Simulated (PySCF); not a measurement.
BBr2, SMILES [B](Br)Br, multiplicity 2. Atoms are numbered in the order given.

```xyz
3

Br     0.0000    -1.6871     0.0566
B      0.0000     0.0000    -0.7927
Br     0.0000     1.6871     0.0566
```
Charge 0, spin multiplicity 2.

Geometry optimised at B3LYP-D3(BJ)/def2-TZVP. The isomer is the one that the SMILES or the coordinates give; other isomers of the formula were not compared.

Method: PySCF with PBE0/def2-TZVPD.

Mulliken values depend strongly on the basis, most of all with diffuse functions as here. ESP charges are fitted to the potential on shells at 1.4 to 2.0 van der Waals radii. Atomic charges (e):

| atom | meta-Löwdin | Mulliken | ESP fit | Mulliken spin |
|---|---|---|---|---|
| Br1 | 0.03 | -0.17 | 0.04 | 0.07 |
| B2 | -0.05 | 0.34 | -0.08 | 0.86 |
| Br3 | 0.03 | -0.17 | 0.04 | 0.07 |
